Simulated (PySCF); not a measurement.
Species: SnCl₄.
Cartesian coordinates in Å at the PBE0-D3(BJ)/def2-SVP level; atoms count from 1:
```xyz
5
SnCl4 angstrom
Sn     0.0160   -0.0176   -0.0032
Cl    -0.1563   -0.1222    2.3039
Cl     2.2456   -0.0008   -0.6226
Cl    -1.0158    1.8946   -0.8022
Cl    -1.0147   -1.8645   -0.9379
```

The calculation used PBE0-D3(BJ)/def2-SVP geometry optimisation, gas phase, def2 core potentials past Kr (PySCF).

**Question.** Which atoms are bound to Sn1, and at what distances?

**Answer.** 4 atoms: Cl5 2.312 Å, Cl3 2.314 Å, Cl4 2.315 Å, Cl2 2.316 Å.

**Question.** List the angles at Sn1.

**Answer.** 
```json
{"angle": "Cl2–Sn1–Cl4", "degrees": "110.4", "distance of the outer atoms (Å)": "3.80"}
{"angle": "Cl2–Sn1–Cl3", "degrees": "109.8", "distance of the outer atoms (Å)": "3.79"}
{"angle": "Cl2–Sn1–Cl5", "degrees": "109.5", "distance of the outer atoms (Å)": "3.78"}
{"angle": "Cl3–Sn1–Cl4", "degrees": "109.3", "distance of the outer atoms (Å)": "3.78"}
{"angle": "Cl3–Sn1–Cl5", "degrees": "109.1", "distance of the outer atoms (Å)": "3.77"}
{"angle": "Cl4–Sn1–Cl5", "degrees": "108.8", "distance of the outer atoms (Å)": "3.76"}
```

**Question.** What is the shape at Sn1?

**Answer.** Tetrahedral: angles from 108.8° to 110.4°; τ4 = (360° − α − β)/141° = 0.99 with α and β the two widest (0 for a square, 1 for a tetrahedron). Differences among atoms that Td makes equivalent are scatter left by the optimiser.

Point group: Td (tolerance 0.08 Å). Charge 0, singlet. Not checked by PBE0-D3(BJ)/def2-SVP frequencies.
